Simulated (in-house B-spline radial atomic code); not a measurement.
Inner levels of lead as electrons are removed. A shift is the extra binding of the orbital against the neutral atom ([Xe] 4f14 5d10 6s2 6p2). Computed with an all-electron radial atomic-structure program (B-spline basis): non-relativistic Hartree-Fock, average of the configuration, point nuclei.

This level leaves out relativity, spin-orbit splitting included, which matters for heavy ions.

```
  ion  configuration  shift of 1s (eV)  radius of 1s (bohr)  Σ<r²> (bohr²)  change of density at nucleus (bohr⁻³)
Pb74+   [He] 2s2 2p4           7615.97             0.018422        0.03382                               -8602.03
Pb75+   [He] 2s2 2p3           8110.69             0.018413       0.028673                                -8061.9
Pb76+   [He] 2s2 2p2                 ?                    ?              ?                                      ?
Pb77+   [He] 2s2 2p1                 ?                    ?              ?                                      ?
Pb78+       [He] 2s2           9619.36             0.018383       0.013871                               -6406.11
Pb79+       [He] 2s1             10054             0.018382      0.0073409                               -27055.4
Pb80+            1s2           10491.1             0.018377     0.00090107                               -48023.9
Pb81+            1s1           11881.2             0.018293     0.00044616                                -220681
```

(1) Fill in the row of Pb76+.

(2) Fill in the row of Pb77+.

## Answers

(1) shift of 1s (eV): 8609.51; radius of 1s (bohr): 0.018403; Σ<r²> (bohr²): 0.023635; change of density at nucleus (bohr⁻³): -7515.89.

(2) shift of 1s (eV): 9112.4; radius of 1s (bohr): 0.018393; Σ<r²> (bohr²): 0.018702; change of density at nucleus (bohr⁻³): -6963.95.
